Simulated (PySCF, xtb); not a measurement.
MIBK (C6H12O), SMILES CC(=O)CC(C)C.

GFN2-xTB (xtb 6.7.1) at its own geometry gives an orbital gap of 4.02 eV and a dipole moment of 3.21 D.

The structure is a stationary point at B3LYP-D3(BJ)/def2-SVP. One conformer was computed; it need not be the lowest.

### Question
What does ωB97X/def2-TZVP run with PySCF give? (The exact figures need the calculation; the answer reports its results.)

### Answer
gap 11.59 eV (levels -9.63 and 1.96 eV), dipole 2.69 D.
